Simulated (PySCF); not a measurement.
**Correlation energy of Be+ (beryllium, charge +1)**

[He] 2s1, 2S determinant. All numbers are calculated (PySCF 2.14, the non-relativistic Hamiltonian (point nucleus), in dyall-acv3z (15s9p4d2f, 76 functions)). Frozen: nothing; 3 electrons correlated; the 5 highest virtual orbitals of each spin left out.

```json
{"level": "CCSD", "correlation energy (mhartree)": "-44.49"}
{"level": "(T)", "correlation energy (mhartree)": "-0.03"}
{"level": "CCSD(T)", "correlation energy (mhartree)": "-44.52"}
```

Diagnostics: T1 = 0.0017, D1 = 0.0042, largest double amplitude 0.009.

Task: Is a single reference adequate?

Result: Yes: T1 lies below 0.03 and no double amplitude reaches 0.07.
